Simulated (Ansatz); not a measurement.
Ideal-gas functions of BFH3NO, SMILES `NB(O)F` at 400 K and 1 bar, from an Ansatz frequency run at PBE0-D4/def2-TZVP.

Molar mass 62.84 g/mol, point group Cs (symmetry number 1), electronic degeneracy 1, moments of inertia 50.858, 53.374, 104.232 u Å². Harmonic wavenumbers (cm⁻¹, unscaled): 338, 392, 408, 465, 538, 660, 878, 894, 994, 1436, 1456, 1637, 3652, 3752, 3930.

Use S(trans) = R[1.5 ln M + 2.5 ln T − 1.1517]; rotational temperatures θ = 24.2544 K / I; S(rot) = R[ln(√π/σ · √(T³/θAθBθC)) + 1.5]; for each mode x = 1.438777 ν̃/T, S = R[x/(eˣ − 1) − ln(1 − e⁻ˣ)] and H = RT x/(eˣ − 1); 1 cm⁻¹ = 0.0119627 kJ/mol; R = 8.31446 J/(mol·K).

Q: By hand: the entropy, in J/(mol·K).

A: Translation 166.6. Rotation: θ = 0.4769, 0.4544, 0.2327 K, giving 104.4. Vibration, mode by mode: 7.18, 6.11, 5.83, 4.94, 4.01, 2.84, 1.53, 1.46, 1.09, 0.29, 0.28, 0.16, 0.00, 0.00, 0.00, in all 35.7. Electronic 0.0. Sum 306.7 J/(mol·K).

Q: By hand: H − E and G − E in kJ/mol, counted from the electronic energy.

A: Zero-point energy ½ × 21430 × 0.0119627 = 128.2; thermal vibration 9.4; translation, rotation and pV give 4 RT = 13.3. H − E = 150.9 kJ/mol, and G − E = 150.9 − 400 × 306.7/1000 = 28.2 kJ/mol.

Vibration gives 12 % of the entropy. The sum counts one conformer and one mirror image; others add a mixing term.
